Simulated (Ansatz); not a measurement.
AuCl₄ (SMILES [Cl][Au-]([Cl])([Cl])[Cl]), charge -1, singlet, geometry from GFN2-xTB (such geometries of metal compounds can be far from the true shape) (core potentials on Au) (a gas-phase anion, which may not be bound at this level); Ansatz (a quantum-chemistry and plane-wave program) with PBE/def2-SVP.

Input for Ansatz:
Ansatz 0.2 input:
```yaml
crystal:
  periodic: [false, false, false]
  atoms:
    - {symbol: Au, position_ang: [-0.00000000, 0.00000000, -0.00000000]}
    - {symbol: Cl, position_ang: [2.10237282, -0.85465654, 0.00310144]}
    - {symbol: Cl, position_ang: [0.85465979, 2.10237254, -0.00228057]}
    - {symbol: Cl, position_ang: [-2.10237282, 0.85465654, -0.00310144]}
    - {symbol: Cl, position_ang: [-0.85465979, -2.10237254, 0.00228057]}
basis:
  gaussian:
    orbitals: def2-SVP
    occupation: {up: {"Ag": 12, "B1g": 3, "B1u": 9, "B2g": 3, "B2u": 8, "B3g": 4, "B3u": 5}, down: {"Ag": 12, "B1g": 3, "B1u": 9, "B2g": 3, "B2u": 8, "B3g": 4, "B3u": 5}}
hamiltonian:
  xc: pbe
total_charge: -1
```

It wrote (shortened):

```
Functional definition: PBE
the irreps are read with x along [-0.001, 0.001, 1.000], y along [0.377, 0.926, -0.001] and z along [-0.926, 0.377, -0.001] of the geometry given
1100 factors; their error is unknown
mean field evaluation 1: about -53702.2885 eV, gradient 1.2e2 eV
mean field evaluation 2: about -53732.9666 eV, gradient 2.3e1 eV
mean field evaluation 4: about -53735.2386 eV, gradient 2.3e-1 eV
mean field evaluation 8: about -53735.1935 eV, gradient 5.3e-6 eV
mean field -53735.19353419 eV, -1974.7319393593 hartree, gradient 5.3e-6 eV, S^2 0.000000; 0 other end points of the search recorded, 0 dependent functions left out
reference -53735.19357098 eV, -1974.7319407112 hartree; 44, 44 occupied and 60, 60 virtual orbitals, 1100 factors
Total energy: -53735.19357098 eV, -1974.7319407112 hartree
```
